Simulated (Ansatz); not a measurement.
A run on ClH4N2Y (`[NH2][Y]([NH2])[Cl]`) with other settings.

```yaml
crystal:
  periodic: [false, false, false]
  atoms:
    - {symbol: N, position_ang: [0.730334, 1.474658, -0.859503]}
    - {symbol: Y, position_ang: [0.339009, -0.014971, 0.609120]}
    - {symbol: N, position_ang: [-1.110406, -1.481159, 0.081413]}
    - {symbol: Cl, position_ang: [1.501203, -0.036822, 2.814154]}
    - {symbol: H, position_ang: [0.300302, 1.552205, -1.774043]}
    - {symbol: H, position_ang: [1.381694, 2.247647, -0.785818]}
    - {symbol: H, position_ang: [-1.624829, -1.539047, -0.789990]}
    - {symbol: H, position_ang: [-1.425209, -2.259611, 0.648968]}
basis:
  gaussian: {orbitals: def2-mTZVP}
hamiltonian: {xc: {name: HF}}
correlation: {active_space: {window: {electrons: 2, orbitals: 1}}}
output: {forces: true}
```

```sh
$ ansatz run in.yaml --threads 4 --pin off --events-out ev --progress --plain --max-ram 10444MiB
```

Output, abridged:

```
Functional definition: HF
1033 factors; integrals over basis functions are off by at most 1.1e-3 eV
mean field evaluation 1: about -16559.9336 eV, gradient 5.8e1 eV
mean field evaluation 2: about -16559.9420 eV, gradient 5.8e1 eV
mean field evaluation 4: about -16566.8084 eV, gradient 2.9e0 eV
mean field evaluation 8: about -16566.8508 eV, gradient 6.3e-4 eV
mean field -16566.85076801 eV, -608.8205363095 hartree, gradient 5.0e-6 eV, S^2 0.000000; 0 other end points of the search recorded, 0 dependent functions left out
reference -16566.85076801 eV, -608.8205363095 hartree; 23, 23 occupied and 82, 82 virtual orbitals, 1033 factors
state -16566.85076801 eV, -608.8205363095 hartree
Total energy: -16566.85076801 eV, -608.8205363095 hartree
Atom 0 at     0.730334     1.474658    -0.859503 Å, force     0.196380     0.734942    -0.718572 eV/Å
Atom 1 at     0.339009    -0.014971     0.609120 Å, force    -0.058629     0.000907    -0.111786 eV/Å
Atom 2 at    -1.110406    -1.481159     0.081413 Å, force    -0.711877    -0.723382    -0.254301 eV/Å
Atom 3 at     1.501203    -0.036822     2.814154 Å, force     0.338294    -0.006575     0.641156 eV/Å
Atom 4 at     0.300302     1.552205    -1.774043 Å, force     0.232804     0.012549     0.414787 eV/Å
Atom 5 at     1.381694     2.247647    -0.785818 Å, force    -0.319039    -0.343259    -0.088680 eV/Å
Atom 6 at    -1.624829    -1.539047    -0.789990 Å, force     0.211500    -0.021775     0.425717 eV/Å
Atom 7 at    -1.425209    -2.259611     0.648968 Å, force     0.110567     0.346592    -0.308321 eV/Å
Dipole moment:    -0.330818     0.005131    -0.631105 e Å
```

It took 1.1 s on 4 threads of an Arm Neoverse V1 on a shared host, with 0.21 GiB of host memory at the peak.
